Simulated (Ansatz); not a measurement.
CH4AlFS. The species carries charge 0 and has multiplicity 1. The bonds changed during the relaxation, so this is another structure than the one it started from. Geometry: relaxed with PBE0-D4/def2-TZVP. It is one conformer, not always the lowest.

```xyz
8

F    -1.460    1.922   -1.306
C     0.358   -0.334   -0.319
Al   -0.960    1.069    0.016
S     0.788   -1.136    1.238
H     1.239    0.115   -0.789
H    -1.577    1.448    1.413
H    -0.064   -1.052   -1.029
H     1.676   -2.034    0.776
```

What is the dipole moment at ωB97M-V/def2-TZVPP? (Estimate.)

The calculation gave: 1.31 D, with components (0.84, -0.84, -0.57) D in this frame, pointing from negative to positive charge.

And with PBE, r2SCAN, B3LYP? (An estimate is asked.)

Ansatz gave: PBE 1.32 D, r2SCAN 1.35 D, B3LYP 1.31 D.

Give the Mulliken charges with ωB97M-V, PBE, B3LYP in def2-TZVPP. (An estimate is asked.)

Ansatz gave: 
| atom | ωB97M-V | PBE | B3LYP |
| --- | --- | --- | --- |
| F1 | -0.35 | -0.32 | -0.36 |
| C2 | -0.42 | -0.30 | -0.32 |
| Al3 | 0.65 | 0.58 | 0.66 |
| S4 | -0.17 | -0.20 | -0.18 |
| H5 | 0.14 | 0.12 | 0.12 |
| H6 | -0.10 | -0.11 | -0.13 |
| H7 | 0.14 | 0.12 | 0.12 |
| H8 | 0.10 | 0.10 | 0.09 |

B3LYP here is the variant with VWN-RPA as its local correlation; programs differ in this.
